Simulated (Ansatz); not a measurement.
CH9NSi3 (`N[Si@@H]1[SiH2][C@H]1[SiH3]`), relaxed with RKS PBE-D4/def2-SVP in Ansatz from a rough embedded geometry. The force threshold is 0.03 eV/Å; the program also tests the step.

The species carries charge 0 and has multiplicity 1.

Start:

```xyz
14

N     1.602   -1.576    1.027
Si    1.217   -0.580   -0.200
Si    0.285    1.735    0.557
C    -0.371    0.206    0.277
Si   -1.648    0.136   -1.139
H     0.903   -2.314    1.215
H     1.695   -1.086    1.945
H     1.078   -1.122   -1.527
H     0.853    2.583   -0.588
H     1.095    1.944    1.791
H    -0.804   -0.314    1.104
H    -1.072    0.777   -2.374
H    -2.790    0.875   -0.676
H    -2.044   -1.265   -1.412
```

| step | energy (eV) | largest force (eV/Å) | largest move (Å) |
| --- | --- | --- | --- |
| 1 | -26278.9283 | 4.417 | 0.000 |
| 2 | -26280.2792 | 2.507 | 0.195 |
| 3 | -26280.9129 | 1.583 | 0.200 |
| 4 | -26281.0813 | 1.951 | 0.195 |
| 5 | -26281.1895 | 0.470 | 0.200 |
| 6 | -26281.2212 | 0.226 | 0.200 |
| 7 | -26281.2527 | 0.172 | 0.200 |
| 8 | -26281.2572 | 0.096 | 0.146 |
| 9 | -26281.2608 | 0.205 | 0.055 |
| 10 (rejected) | -26281.2571 | 0.515 | 0.049 |
| 11 | -26281.2632 | 0.070 | 0.024 |
| 12 | -26281.2642 | 0.076 | 0.037 |
| 13 (rejected) | -26281.2642 | 0.045 | 0.021 |
| 14 | -26281.2647 | 0.028 | 0.010 |

End:

```xyz
14

N     1.865   -1.676    1.129
Si    1.103   -0.613   -0.018
Si    0.678    1.562    0.446
C    -0.641    0.160    0.247
Si   -1.823    0.229   -1.203
H     1.547   -2.648    1.190
H     2.081   -1.310    2.059
H     1.319   -1.103   -1.417
H     0.656    2.664   -0.573
H     0.822    2.084    1.848
H    -1.155   -0.104    1.193
H    -1.057    0.577   -2.454
H    -2.892    1.278   -1.017
H    -2.504   -1.098   -1.430
```

It took 20 s on 4 threads of an Arm Neoverse V2 on a shared host, with 0.18 GiB of host memory at the peak.
